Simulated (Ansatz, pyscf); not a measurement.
[O=Si–OH]• → [O–SiH=O]•, a hydrogen shift on the doublet surface: H–O broken, H–Si formed. Structures and frequencies: ωB97X-D3(BJ)/def2-SVP in PySCF. Wave-function energies: Ansatz (a program for electronic structure), frozen core, RHF or UHF references. In kcal/mol, from the reactant's lowest minimum found.

```
level                   barrier  reaction energy
----------------------  -------  ---------------
ωB97X-D3(BJ)/def2-TZVP    47.29           +33.11
ωB97M-D3(BJ)/def2-TZVP    47.80           +34.77
CCSD(T)/cc-pV(D+d)Z       47.69           +31.67
CCSDT(Q)/cc-pV(D+d)Z          ?                ?
CCSD(T)/cc-pV(T+d)Z       48.06           +35.80
CCSD(T)/cc-pV(Q+d)Z           ?           +36.83
```

Problem. Fill in the missing entries.

Solution. 
- CCSDT(Q)/cc-pV(D+d)Z, barrier: 47.03
- CCSDT(Q)/cc-pV(D+d)Z, reaction energy: +31.56
- CCSD(T)/cc-pV(Q+d)Z, barrier: 48.75

In cc-pV(D+d)Z, going from CCSD(T) to CCSDT(Q) shifts the barrier by -0.66 and the reaction energy by -0.11 kcal/mol. With HF in the quadruple-zeta basis and the correlation energy extrapolated as X⁻³ from X = 3, 4, CCSD(T) gives 48.80 and +37.33; adding the double-zeta shift gives ΔE‡ = 48.14 and ΔE = +37.22 kcal/mol, without core correlation, relativity or geometry relaxation at these levels. This is the saddle that the search found; another between the same sides may lie lower.
